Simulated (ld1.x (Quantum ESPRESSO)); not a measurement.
## bismuth (Bi), TM: configuration errors across variants

ld1.x (Quantum ESPRESSO) 7.5 input, shortened:

```
&input
   title='Bi', zed=83., rel=0, dft='PBESOL', iswitch=3,
   config='[Xe] 4f14 5d10 6s2 6p2'
 /
 &inputp
   pseudotype=2, tm=.true., lloc=-1, rcloc=1.50,
   nlcc=.false.
 /
3
6S  1  0   2.00   0.00  2.20  2.20  0.0
5P  2  1   6.00   0.00  1.30  1.30  0.0
5D  3  2  10.00   0.00  1.80  1.80  0.0
 &test
   configts(1)='5p6 5d10 6s2 6p2'
 /
```

Occupied shells without a wave of their own: 6p. They enter only through the test configuration that unscreens the potential.

All-electron excitation energies from the reference (eV): (1) 5p6 5d10 6s2 6p3 -8.062; (2) 5p6 5d10 6s2 6p1 15.240; (3) 5p6 5d10 6s2 6p0 38.322; (4) 5p6 5d10 6s2 6p2.5 -4.877; (5) 5p6 5d10 6s1 6p4 -1.343; (6) 5p6 5d9 6s2 6p4 19.977; (7) 5p6 5d10 6s0 6p5 5.526.

For the base: The 6p level has no wave, so the channel is fitted at the deeper level alone: the likely source of the large errors.

On the changes marked as counting shells twice: ld1.x takes every shell without a wave as core, so the model core holds the marked electrons as well and exchange and correlation see them twice. This cancels in the reference configuration, but the file is broken for other ones, and its errors say nothing about a proper core correction.

1 further variants failed, have other tests or another functional or relativity, and are left out.

A true bound ghost makes a file unfit for plane-wave use even where its test errors are small: the radial tests pick states by their node count and pass the ghost by.

The file “base” misses its own reference levels by 0.3 eV. The file “type RRKJ; local potential the s channel; rho0 0.02” misses its own reference levels by 2.3 eV. The file “core correction a·sin(br)/r model core inside 1.24 bohr (6p counted twice)” misses its own reference levels by 0.3 eV. The file “local potential the s channel” misses its own reference levels by 2.3 eV.

Errors AE − PS in meV (a dash: test not solved or not reliable):

| change | (1) | (2) | (3) | (4) | (5) | (6) | (7) | bound ghosts |
| --- | --- | --- | --- | --- | --- | --- | --- | --- |
| base | -243 | +383 | +934 | -138 | -540 | -673 | -880 | s |
| type RRKJ; local potential the s channel; rho0 0.02 | -1782 | +2816 | +6796 | -1016 | -4030 | -4967 | -6619 | none |
| core correction a·sin(br)/r model core inside 1.24 bohr (6p counted twice) | -322 | +280 | +465 | -159 | -656 | -847 | -1044 | s |
| local potential the s channel | -1778 | +2811 | +6781 | -1014 | -4021 | -4980 | -6605 | none |
| local potential all-electron potential smoothed inside 1.84 bohr (lloc = -1) | +32 | -57 | -151 | +19 | +62 | +104 | +83 | s |
| all radii scaled by about 0.89 (s 1.96, p 1.16, d 1.60 bohr); local potential all-electron potential smoothed inside 1.34 bohr (lloc = -1) | +42 | -63 | -145 | +24 | +83 | +132 | +118 | s |

(1) Give the same row for: wave 6s (bound): rc 2.20 bohr becomes 6s (bound): rc 2.60 bohr.

## Answers

(1) -243, +384, +938, -138, -541, -664, -888; bound ghosts: s.
